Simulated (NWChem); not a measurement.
Molecule: MgNH$_{2}$Cl; SMILES [NH2][Mg][Cl]

```xyz
5

Mg     0.0000     0.0000    -0.5100
Cl     0.0000     0.0000     1.6957
N      0.0000     0.0000    -2.3887
H      0.0000     0.8165    -2.9929
H      0.0000    -0.8165    -2.9929
```
Atoms are numbered in this order, from 1.

All runs: NWChem. Coordinates come from a PBE0/def2-SVP optimisation. Ions are spin-unrestricted doublets at the neutral geometry; other ion states weren't tried.

For level PBE0/def2-SVP:

| Property | Value |
|---|---|
| vertical ionisation energy, ΔSCF (eV) | 9.05 |
| −ε(HOMO) (eV) | 6.50 |

### Question
Estimate the same quantities for level PBE/def2-SVP.

### Answer
The vertical ionisation energy, ΔSCF (eV) comes out as 8.87. The −ε(HOMO) (eV) is 5.10.
